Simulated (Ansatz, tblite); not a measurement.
Cost and result up the ladder for In4P2Cl6 (12 atoms). Total charge 0; singlet. Geometry: r2SCAN-D4/def2-SVP.

```xyz
12

In   -1.414    1.525   -0.455
In    0.094   -0.160    2.194
In    2.001    0.899   -0.181
In    0.130   -1.976   -0.776
P     0.266    2.236    1.211
P     1.900   -1.471    0.870
Cl   -0.715   -3.623   -2.187
Cl   -0.805   -0.753    4.280
Cl    3.778    1.794   -1.428
Cl   -3.286    2.213   -1.655
Cl    0.093    0.250   -2.264
Cl   -2.042   -0.935    0.391
```

Ansatz on 4 threads of Arm Neoverse V2 on a shared host; xTB runs through tblite on one thread. Times are rough, summed over both states, and most runs start from the orbitals of an earlier one. PBE0-D4/def2-SVP serves as the yardstick here, not as an exact answer. The other state is a triplet.

In the def2 sets In takes a core potential; there is no spin–orbit coupling. The xTB rows come from tblite. The structure comes from a short search, and lower isomers may exist.

xTB has no spin-polarisation term.

| level | functions | vertical triplet (eV) | difference from PBE0-D4/def2-SVP (eV) |
| --- | --- | --- | --- |
| PBE0-D4/def2-SVP | 248 | 2.95 | 0.00 |
| GFN1-xTB | 108 | 2.21 | -0.74 |
| GFN2-xTB | 108 | 2.15 | -0.79 |
| r2SCAN-D4/def2-SVP | 248 | 2.76 | -0.18 |
| PBE-D4/def2-SVP (with forces) | 248 | 2.58 | -0.37 |

**Question.** Estimate how long each takes.

**Answer.** GFN1-xTB 0.053 s; GFN2-xTB 0.069 s; PBE-D4/def2-SVP (with forces) 28 s; PBE0-D4/def2-SVP 73 s; r2SCAN-D4/def2-SVP 2.5 min. On shared hardware such times vary by a factor of up to 3.
